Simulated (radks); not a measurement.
Numerical settings for the lithium ion Li+, [He]. All-electron calculation, Dirac Kohn-Sham, BLYP, spin-unpolarised, spherical densities, finite nucleus; Fermi nuclear charge, rms radius 2.444 fm. Program: a radial shooting solver on a logarithmic mesh with Libxc functionals. The defaults (mesh step 0.008 in ln r, mesh end at 40 bohr or more with all orbitals vanishing there, Anderson mixing 0.5 over 9 steps, residual threshold near 1e-9 with the energy settled to 1e-9 hartree or 1e-11 of itself, here a cap of 60 iterations) give E = -7.2802 hartree and 1s1/2 at -60.719 eV in 15 iterations. Run on one thread of a shared host, so times are rough (Arm Neoverse V2): 0.02 s of CPU time, 0.02 s wall, 15 iterations on 2189 mesh points. Changes against that run (0 stands for a change within the tolerance of the run):

| setting | iterations | converged | E (mhartree) | e(1s1/2) (meV) | CPU (s) |
|---|---|---|---|---|---|
| mesh step in ln r 0.08 | 13 | yes | +0.00017 | 0 | 0 |
| mesh step in ln r 0.03 | 13 | yes | 0 | 0 | 0.01 |
| mesh step in ln r 0.2 | 60 | no | -2.88e+04 | - | 0.02 |
| mesh end (bohr) 12 | 15 | yes | 0 | 0 | 0.02 |
| mesh end (bohr) 400 | 15 | yes | 0 | 0 | 0.02 |
| residual threshold 0.001 | 7 | yes | 0 | -0.403 | 0.01 |
| residual threshold 1e-05 | 10 | yes | 0 | +0.0718 | 0.01 |
| mixing 0.2 | 16 | yes | 0 | 0 | 0.02 |
| linear mixing, mixing 0.5 | 33 | no | diverged | - | 0.06 |
| linear mixing, mixing 1 | 14 | no | diverged | - | 0.02 |
| mixing history 20 | 23 | yes | 0 | 0 | 0.03 |
| iteration cap 5 | 5 | no | 0 | +0.804 | 0.01 |

No run marked as converged misses the energy by more than 1 mhartree. A mesh that ends early acts as a hard wall.
